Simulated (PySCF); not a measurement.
# [Dy(H2O)3]3+ at several levels of theory

Computed with PySCF 2.14.0 (density fitting, no spin-orbit coupling) at the geometry relaxed with PBE0:

```xyz
10
[Dy(H2O)3]3+ (singlet in the valence; each metal's 4f electrons, 9 of them, lie in its core potential, out of spins and levels)
Dy    0.0000    0.0000    0.0000
O     2.2483    0.0000    0.0000
H     2.8653   -0.7492    0.1892
H     2.8654    0.7492   -0.1892
O    -1.1242    1.9471    0.0000
H    -0.7839    2.8561    0.1892
H    -2.0815    2.1069   -0.1892
O    -1.1242   -1.9471    0.0000
H    -2.0815   -2.1069    0.1892
H    -0.7839   -2.8560   -0.1892
```

| level | basis | state | HOMO (eV) | gap (eV) | charge on Dy1 (e) | population of f-type functions on Dy1 (polarisation alone where 4f lies in the core) | dipole about the centre of mass (D) | largest force component (eV/Å) |
| --- | --- | --- | --- | --- | --- | --- | --- | --- |
| PBE0 | Dy lcecp-1-SVP with ECP55, O def2-SVP, H def2-SVP | singlet | -25.36 | 8.27 | 1.96 | 0.04 | 0.00 | 0.01 |
| wB97X | the same | singlet | -27.91 | 13.28 | 1.99 | 0.05 | 0.00 | 0.13 |
| BP86 | the same | singlet | -23.61 | 5.78 | 1.83 | 0.04 | 0.00 | 0.56 |

In the lcecp rows the 4f levels are missing from HOMO and gap, and the state counts the valence alone.

Charges are Mulliken's, which hang on the basis. The relaxation used the grid (50, 194), these runs (75, 302) or, all-electron (x2c bases, spin-free X2C Hamiltonian), (99, 590).

Q: What does PBE0 with Dy lcecp-1-TZVP with ECP55, O def2-TZVP, H def2-TZVP give here?

A: state singlet, HOMO (eV) -25.35, gap (eV) 8.34, charge on Dy1 (e) 2.21, population of f-type functions on Dy1 (polarisation alone where 4f lies in the core) 0.06, dipole about the centre of mass (D) 0.00, largest force component (eV/Å) 0.32. Time: 15 s on 2 threads of Arm Neoverse V2 (shared host), from free ions and atoms.

In the first row's basis the gap widens with exact exchange: 5.8 eV for BP86 (none); 8.3 eV for PBE0 (a fixed share); 13.3 eV for wB97X (rising or full at long range).

A frequency check found unstable modes (1, the lowest at -16 cm⁻¹), so the relaxed geometry is a saddle point, or these are noise. An lcecp potential fixes the number of 4f electrons, so in runs with it no electron can move into or out of that shell.
